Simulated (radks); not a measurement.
The numbers below are computed, except where a source is named.
Problem. Ti0.5+, configuration [Ar] 3d2.5 4s1 (fractional occupations, a model configuration). Level of theory: Dirac Kohn-Sham, PBE, spin-unpolarised, spherical densities, finite nucleus; open shells are shared between the two j in proportion to 2j + 1; Fermi nuclear charge, rms radius 3.5921 fm (a radial shooting solver on a logarithmic mesh with Libxc functionals). Some entries of the table are withheld. Estimate them.

| orbital | occ. | eigenvalue (Ry) | <1/r> (bohr^-1) | <r> (bohr) |
|---|---|---|---|---|
| 1s1/2 | 2 | -357.8971 | 21.80 | 0.06959 |
| 2s1/2 | 2 | -39.52645 | 4.560 | (1) |
| 2p1/2 | 2 | -33.00120 | 4.492 | (2) |
| 2p3/2 | 4 | -32.57675 | 4.435 | (3) |
| 3s1/2 | 2 | -4.69879 | (4) | 1.011 |
| 3p1/2 | 2 | (5) | 1.263 | 1.088 |
| 3p3/2 | 4 | (6) | 1.251 | 1.097 |
| 4s1/2 | 1 | -0.49536 | 0.3763 | 3.443 |
| 3d3/2 | 1 | -0.44590 | (7) | 1.683 |
| 3d5/2 | 1.5 | -0.44275 | (8) | 1.690 |

Solution. 
(1) 2s1/2 <r> (bohr): 0.3247
(2) 2p1/2 <r> (bohr): 0.2880
(3) 2p3/2 <r> (bohr): 0.2907
(4) 3s1/2 <1/r> (bohr^-1): 1.392
(5) 3p1/2 eigenvalue (Ry): -2.99119
(6) 3p3/2 eigenvalue (Ry): -2.94353
(7) 3d3/2 <1/r> (bohr^-1): 0.8380
(8) 3d5/2 <1/r> (bohr^-1): 0.8349
